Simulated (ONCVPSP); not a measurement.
beryllium (Be), ONCV: configuration errors across variants

Be (Z = 4), optimised norm-conserving Vanderbilt (ONCV), made with ONCVPSP 4.0.1 (LDA (Perdew-Wang 92), scalar-relativistic). Core [He], reference 2s2. Waves: 2s: rc 2.00 bohr, ncon 4, nbas 7, qcut 3 1/bohr, 2 projectors, debl 1.4 Ha; p scattering state at 0.02 Ha: rc 1.60 bohr, ncon 5, nbas 10, qcut 6 1/bohr, 2 projectors, debl 2.4 Ha. Local part: polynomial inside 1.40 bohr (lpopt 3, dvloc0 2 Ha). Core correction: none.

In the p channel the program set the typed energies aside and used 0.050, 2.450 Ha.

All-electron excitation energies from the reference (eV): (1) 2s1 9.513; (2) 2s1.5 3.748; (3) 2s1 2p1 3.518.

Errors AE − PS in meV (a dash: test not solved or not reliable):

| change | (1) | (2) | (3) | bound ghosts | GHOST(+) flags above zero |
| --- | --- | --- | --- | --- | --- |
| base | +16 | +2.2 | +2.9 | none | none |
| s: qcut 1.9 | +14 | +2.0 | +2.7 | none | none |
| s: qcut 2.2 | +15 | +2.0 | +2.7 | none | none |
| s: qcut 2.4 | +15 | +2.1 | +2.7 | none | none |
| s: qcut 2.9 | +16 | +2.2 | +2.9 | none | none |
| s: qcut 3.1 | +16 | +2.3 | +3.0 | none | none |
| s: qcut 3.9 | +18 | +2.5 | +3.8 | none | none |
| s: qcut 4.2 | +18 | +2.5 | +4.1 | none | none |
| s: qcut 4.5 | +18 | +2.6 | +4.4 | none | none |

Problem. Give the same row for: s: qcut 3.5.

Solution. +17, +2.4, +3.3; bound ghosts: none; GHOST(+) flags above zero: none.
